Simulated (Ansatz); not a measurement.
Input for Ansatz (a quantum-chemistry and plane-wave program): U-CCSD(T)/aug-cc-pVDZ on BeFHO (SMILES [OH][Be][F]), a point of a bond scan (R = 1.389 Å).

Ansatz 0.2 input:
```yaml
crystal:
  periodic: [false, false, false]
  atoms:
    - {symbol: Be, position_ang: [0.02934244, 0.01481768, -0.02556009]}
    - {symbol: F, position_ang: [0.98280109, 0.52800817, -0.89505489]}
    - {symbol: O, position_ang: [-0.99864586, -0.46736623, 0.82454057]}
    - {symbol: H, position_ang: [-0.97341266, -1.07241437, 1.56140982]}
basis:
  gaussian:
    orbitals: aug-cc-pVDZ
correlation: {method: ccsd_t, electrons: outside_noble_gas}
scf: {omitted_lower_state_checks: [cluster_reference]}
magnetization: {spin_polarized: true, initial_magnetization: 0}
```

Give the final energy of this run.

-190.1573 hartree (reference determinant -189.6899, T1 diagnostic 0.015).
